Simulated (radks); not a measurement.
The numbers below are computed, except where a source is named.
Q: Radial electron density D(r) = 4 pi r^2 rho(r) of an atom or ion with 37 electrons. Code: a radial shooting solver on a logarithmic mesh with Libxc functionals. Model: Dirac Kohn-Sham, BLYP, spin-unpolarised, spherical densities, finite nucleus; Fermi nuclear charge, rms radius of each element as measured or else 0.836 A^(1/3) + 0.57 fm.

r (bohr),D(r) (e/bohr)
0.001703,5.584
0.002183,8.343
0.002797,12.28
0.003585,17.74
0.004593,25.00
0.005886,34.17
0.007543,44.89
0.009666,56.13
0.01239,65.99
0.01587,72.07
0.02034,72.61
0.02607,68.42
0.0334,64.14
0.0428,66.51
0.05485,77.99
0.07029,90.68
0.09007,90.72
0.1154,75.92
0.1479,64.72
0.1895,71.48
0.2429,77.65
0.3113,59.07
0.3989,31.52
0.5111,21.63
0.655,19.93
0.8394,11.21
1.076,2.924
1.378,0.3126
1.766,0.01182
2.263,0.0001167

What is the nuclear charge?

A: Z = 55. The innermost maximum, from 1s, lies near gamma/Z bohr with gamma = sqrt(1 - (Z/c)^2) = 0.916, here 0.0167 bohr (found: 0.0183), and its height grows with Z. The density is that of the caesium ion Cs18+ in [Kr] 4d1; the configuration itself is not fixed sharply by these data, and Z only to a few units. D(r) has 3 maxima, at r = 0.0183, 0.0799, 0.233 bohr, and minima at 0.0356, 0.152 bohr, inside which lie 2.02, 11.08 electrons.
